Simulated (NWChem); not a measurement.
**Correlation energy of H3Ga**

```
Ga
H 1 1.5807
H 1 1.5807 2 120.00
H 1 1.5807 2 120.00 3 180.00
```
Charge 0, spin multiplicity 1.

The numbers come from NWChem runs, not from measurements. The geometry was optimised at PBE/def2-SVP, a minimum by its harmonic frequencies.

Basis set: 6-31G*. Each correlation energy counts from its own Hartree-Fock reference.

The Hamiltonian is non-relativistic. The correlated methods keep 9 core orbitals frozen. The Pople sets run with spherical d functions. The structure started from a generated list of species. No row is a measurement; the coupled-cluster row has its own basis-set and correlation limits.

Q: One of these methods gave a correlation energy of -239.3 mHa. Which?
(A) SCS-MP2
(B) MP2
(C) CR-CCSD[T]

A: B, MP2. The others give -224.4 (SCS-MP2), -243.8 (CR-CCSD[T]).
